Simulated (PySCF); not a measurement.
PySCF 2.14 output of an unrestricted PBE0 calculation on a single atom or ion in def2-TZVP, with no relativity, point nucleus:

```
SCF conv_tol = 1e-09
number electrons alpha = 14  beta = 12
    C. Adamo and V. Barone.,  J. Chem. Phys. 110, 6158 (1999)
    M. Ernzerhof and G. E. Scuseria.,  J. Chem. Phys. 110, 5029 (1999)
cycle= 1 E= -1507.08387214508  delta_E= -0.00586  |g|= 0.0798  |ddm|= 0.088
cycle= 2 E= -1507.08288435695  delta_E= 0.000988  |g|= 0.116  |ddm|= 0.0495
cycle= 3 E= -1507.08487013319  delta_E= -0.00199  |g|= 0.00191  |ddm|= 0.0284
cycle= 4 E= -1507.08487095919  delta_E= -8.26e-07  |g|= 0.000318  |ddm|= 0.000733
cycle= 5 E= -1507.08487098596  delta_E= -2.68e-08  |g|= 2.16e-05  |ddm|= 0.000154
cycle= 6 E= -1507.08487098604  delta_E= -8.75e-11  |g|= 5.41e-07  |ddm|= 7.83e-06
converged SCF energy = -1507.08487098604  <S^2> = 2.0009959  2S+1 = 3.0006639
```

The run itself started from symmetry-adapted Hartree-Fock orbitals and held the occupation by maximum overlap, on a logarithmic radial grid, so the iterations belong to that start.

Question: Which element, charge and spin multiplicity is this?

Answer: Ni²⁺ (nickel, charge +2), multiplicity 3; the state was [Ar] 3d8, high-spin 3F determinant.
